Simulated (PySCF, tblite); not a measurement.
Isomers of C4H5F3NO (doublet state), one GFN2-xTB conformer each. Single-point energies are computed at B3LYP/pcH-1 (PySCF, gas phase, no added dispersion term), electronic only. GFN2-xTB treats the open shell by occupation alone, and not every SCF solution was tested for stability.

```tsv
SMILES	GFN2-xTB relative energy (kcal/mol)
C=C(C[NH])OC(F)(F)F	25.2
[H]/N=C\[C](C)OC(F)(F)F	0.0
```

Conformers: `[CH2:1]=[C:2]([CH2:3][NH:4])[O:5][C:6]([F:7])([F:8])[F:9]` (doublet state) with C1–C2–C3–N4 0°, C2–C3–N4–H 179°, C1–C2–O5–C6 1°; `[H]/[N:4]=[CH:3]\[C:2]([CH3:1])[O:5][C:6]([F:7])([F:8])[F:9]` (doublet state) with C1–C2–C3–N4 0°, C1–C2–O5–C6 -2°.

Problem. What does B3LYP/pcH-1 give for the same structures?

Solution. 
| SMILES | B3LYP/pcH-1 E (Eh) | B3LYP/pcH-1 (kcal/mol) | GFN2-xTB (kcal/mol) | point group |
| --- | --- | --- | --- | --- |
| [H]/N=C\[C](C)OC(F)(F)F | -584.91849 | 0.0 | 0.0 | near Cs |
| C=C(C[NH])OC(F)(F)F | -584.88524 | 20.9 | 25.2 | Cs |

Both levels put the same isomer lowest. 

Problem. What happens when harmonic zero-point energies from GFN2-xTB frequencies are added?

Solution. 
```csv
SMILES,ZPE (kcal/mol),electronic (kcal/mol),with ZPE (kcal/mol)
[H]/N=C\[C](C)OC(F)(F)F,56.3,0.0,0.0
C=C(C[NH])OC(F)(F)F,55.1,20.9,19.7
```

The zero-point energies span 1.2 kcal/mol. The order is unchanged.
